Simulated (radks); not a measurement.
Values are calculated unless marked as measured or tabulated.
The rhenium ion Re7+, 68 electrons, occupied as [Xe] 4f14. Level of theory: scalar-relativistic Kohn-Sham, LDA (Slater exchange, Perdew-Wang correlation), spin-unpolarised, spherical densities, finite nucleus; Fermi nuclear charge, rms radius 5.3698 fm (a radial shooting solver on a logarithmic mesh with Libxc functionals).

X-ray form factor f0, the Fourier transform of the density (f0(0) = 68):

| sin(theta)/lambda (1/angstrom) | f0 (electrons) |
|---|---|
| 0.05 | 67.592 |
| 0.1 | 66.402 |
| 0.15 | 64.528 |
| 0.2 | 62.114 |
| 0.25 | 59.323 |
| 0.3 | 56.322 |
| 0.4 | 50.230 |
| 0.5 | 44.597 |
| 0.6 | 39.694 |
| 0.8 | 31.895 |
| 1 | 26.093 |
| 1.25 | 20.989 |
| 1.5 | 17.720 |
| 2 | 13.982 |
